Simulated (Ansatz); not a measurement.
The first iterations of a band of H₈N₂Si₂ (12 atoms, charge 0, multiplicity 1).

Theory: Ansatz 0.2.0, RHF/def2-SVP.

* movable images: 9
* climbing image: yes
* spring: 5.0 eV/Å²
* optimiser: quadratic models (default)
* start path: through a guess of the saddle point
* force threshold: 0.03 eV/Å
* iteration limit: 60
* end points: relaxed

First end point:

```xyz
12
Properties=species:S:1:pos:R:3
N -1.104 0.958 -0.614
N -0.100 0.096 -0.095
Si -0.118 -0.250 1.611
Si 0.959 -0.430 -1.376
H -2.021 0.576 -0.458
H -1.054 1.866 -0.186
H 1.007 -1.154 1.931
H -1.403 -0.884 2.003
H 0.001 1.003 2.398
H 1.639 0.718 -2.019
H 0.215 -1.173 -2.419
H 1.979 -1.325 -0.777
```

Last end point:

```xyz
12
Properties=species:S:1:pos:R:3
N -1.313 0.608 -0.648
N -0.122 0.060 -0.098
Si 0.023 -0.015 1.634
Si 0.955 -0.436 -1.376
H -2.118 0.076 -0.364
H -1.436 1.563 -0.360
H 1.333 -0.603 1.984
H -1.071 -0.834 2.216
H -0.096 1.343 2.226
H 2.174 -0.997 -0.745
H 1.337 0.709 -2.235
H 0.333 -1.472 -2.233
```

| iteration | highest image above the first end (eV) | largest band force component (eV/Å) |
| --- | --- | --- |
| 1 | 5.462 | 17.905 |
| 2 | 0.722 | 2.962 |
| 3 | 0.413 | 0.987 |
| 4 | 0.384 | 0.384 |
| 5 | 0.328 | 0.560 |

Task: Does the band converge within its limit, and where does its top end?

Result: It converged. It ended after 16 iterations with the highest image 0.124 eV above the first end. A vibrational analysis at the climbing image gives one clearly imaginary mode, 163i cm⁻¹: a first-order saddle point.

Run time: 5.2 min on 1 thread of Intel(R) Xeon(R) 6975P-C (Granite Rapids), on a shared host, peak memory 0.22 GiB.
